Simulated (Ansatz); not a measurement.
Frontier orbitals of C₄HF₇O (`FC1C(F)(F)OC(F)(F)C1(F)F`).

Total charge 0; spin multiplicity 1. The geometry is a stationary point of PBE0-D4/def2-TZVP. Basis def2-TZVPP, Ansatz 0.2.0.

Orbital energies of one run (eV). Highest occupied ones, from the top: -8.41, -8.95, -9.28, -9.85, -10.33, -10.41, -10.64, -10.72, -10.89, -10.96, -11.27, -11.36, -11.52, -11.59. Empty: -0.81, 0.37, 0.66, 1.07, 1.67, 2.07.

Q: Which functional gave them?
A. ωB97M-V
B. PBE0
C. r2SCANh
D. BLYP

A: D. HOMO energies: BLYP -8.41, PBE0 -10.21, r2SCANh -9.48, ωB97M-V -12.58 eV.
